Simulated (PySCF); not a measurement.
Sr, triplet (core potentials on Sr).

PySCF was given this input:
```python
from pyscf import gto, scf, dft

mol = gto.Mole()
mol.atom = '''
    Sr    0.00000000    0.00000000    0.00000000
'''
mol.basis = 'def2-svp'
mol.ecp = {'Sr': 'def2-svp'}
mol.spin = 2
mol.verbose = 5
mol.build()

mf = dft.UKS(mol)
mf.xc = 'camb3lyp'
mf.kernel()
```

### Question
What does this run give for the dipole moment, total energy?

### Answer

```json
{
  "dipole_moment": "0.00 D",
  "total_energy": "-30.5708 Eh"
}
```

These values belong to the state on which the SCF converged, which isn't shown to be the lowest.
